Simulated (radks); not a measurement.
Values are calculated unless marked as measured or tabulated.
Exchange energies: the exact (Fock) value of the Kohn-Sham orbitals and density-functional approximations, in hartree. Species: Zr4+ [Kr]; Al2+ [Ne] 3s1; Fe3+ [Ar] 3d5. Level of theory: non-relativistic Kohn-Sham, LDA (Slater exchange, Perdew-Wang correlation), spin-polarised, spherical densities, point nucleus (a radial shooting solver on a logarithmic mesh with Libxc functionals). Every spin shell is full or empty, so the densities are truly spherical. Functionals are evaluated on that one density, not self-consistently.

[
 {"functional": "exact", "Zr4+": "-109.368", "Al2+": "-17.6117", "Fe3+": "-53.5829"},
 {"functional": "LDA", "Zr4+": "-103.49", "Al2+": "-16.120", "Fe3+": "-50.098"},
 {"functional": "PW91", "Zr4+": "-109.34", "Al2+": "-17.597", "Fe3+": "-53.578"},
 {"functional": "PW86", "Zr4+": "-109.29", "Al2+": "-17.728", "Fe3+": "-53.721"},
 {"functional": "OPTX", "Zr4+": "-110.41", "Al2+": "-17.618", "Fe3+": "-53.882"},
 {"functional": "AM05", "Zr4+": "-103.95", "Al2+": "-16.329", "Fe3+": "-50.460"},
 {"functional": "SOGGA", "Zr4+": "-106.64", "Al2+": "-16.963", "Fe3+": "-52.018"},
 {"functional": "B86b", "Zr4+": "-109.38", "Al2+": "-17.641", "Fe3+": "-53.637"},
 {"functional": "EV93", "Zr4+": "-109.22", "Al2+": "-17.904", "Fe3+": "-53.846"},
 {"functional": "Tao-Mo", "Zr4+": "-108.56", "Al2+": "-17.620", "Fe3+": "-53.352"},
 {"functional": "TASK", "Zr4+": "-106.80", "Al2+": "-17.127", "Fe3+": "-52.157"},
 {"functional": "MVS", "Zr4+": "-109.40", "Al2+": "-17.586", "Fe3+": "-53.562"}
]
